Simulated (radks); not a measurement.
C V, 2 electrons, occupied as 1s1.5 2s0.5 (fractional occupations, a model configuration).

Method: Dirac Kohn-Sham, RPBE, spin-unpolarised, spherical densities, point nucleus; computed with a radial shooting solver on a logarithmic mesh with Libxc functionals.

Energy parts (hartree):
part                     energy
total                 -26.95794
kinetic                26.94848
electron-nucleus      -56.12551
Hartree                 4.97057
exchange-correlation   -2.75147

Orbitals (lengths in bohr, moments of r in powers of bohr):
[
 {"orbital": "1s1/2", "occ.": "1.5", "eigenvalue (hartree)": "-14.17808", "<r>": "0.2609"},
 {"orbital": "2s1/2", "occ.": "0.5", "eigenvalue (hartree)": "-2.84601", "<r>": "1.162"},
 {"orbital": "2p1/2", "occ.": "0", "eigenvalue (hartree)": "-2.61258", "<r>": "1.034"},
 {"orbital": "2p3/2", "occ.": "0", "eigenvalue (hartree)": "-2.61146", "<r>": "1.035"},
 {"orbital": "3d3/2", "occ.": "0", "eigenvalue (hartree)": "-1.04523", "<r>": "2.274"},
 {"orbital": "3d5/2", "occ.": "0", "eigenvalue (hartree)": "-1.04515", "<r>": "2.275"}
]

The highest occupied level is 2s1/2 at -77.444 eV. The density falls to 0.001 e/bohr^3 at r = 2.12 bohr.

Run on one thread of a shared host, so times are rough (Arm Neoverse V2): 0.04 s of CPU time, 0.04 s wall, 13 iterations on 2476 mesh points.
